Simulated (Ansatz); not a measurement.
Molecule: YCl2, charge 0, multiplicity 2. SMILES of the parent species: [Y]([Cl])[Cl]
Structure (B3LYP-D3(BJ)/def2-TZVP (Ansatz, a first-principles code) minimum search):
```xyz
3

Y      0.3754    -0.0246     0.3549
Cl     1.0526     0.3926    -1.9505
Cl    -1.9137    -0.3361     1.1364
```
Charge 0, spin multiplicity 2.

Wanted: size of the dipole moment, in D. Conventions: open shells spin-unrestricted; spin-orbit terms left out; STO-3G and 3-21G all-electron and non-relativistic; dispersion terms only where a functional's name holds one; six Cartesian d functions in 6-31G* and its kin unless marked 5d; LANL2DZ with its own core potentials from Na on; def2 sets with scalar-relativistic core potentials past Kr. Ab initio and DFT rows: single points at B3LYP-D3(BJ) geometries (Ansatz). The spin state of an ion or metal species was assumed, not searched.

| level | program | size of the dipole moment (D) |
|---|---|---|
| SVWN5/6-31G* with LANL2DZ past Ar | Ansatz | 3.19 |
| PBE/STO-3G | Ansatz | 3.45 |
| PBE/def2-SVP | Ansatz | 3.07 |
| PBE/6-31G* with LANL2DZ past Ar | Ansatz | 3.48 |
| BLYP/6-31G* with LANL2DZ past Ar | Ansatz | 3.30 |
| B3LYP/3-21G | Ansatz | 4.02 |
| B3LYP/LANL2DZ | Ansatz | 3.98 |
| B3LYP/def2-SVP | Ansatz | 3.21 |
| PBE0/6-31G* with LANL2DZ past Ar | Ansatz | 3.95 |

No value to compare with is used here. The 9 habitual levels span 3.07 (PBE/def2-SVP) to 4.02 D (B3LYP/3-21G).

The levels are drawn from those run, B3LYP/6-31G* more often than the rest, none by its result; runs whose electronic state is in doubt are left out.
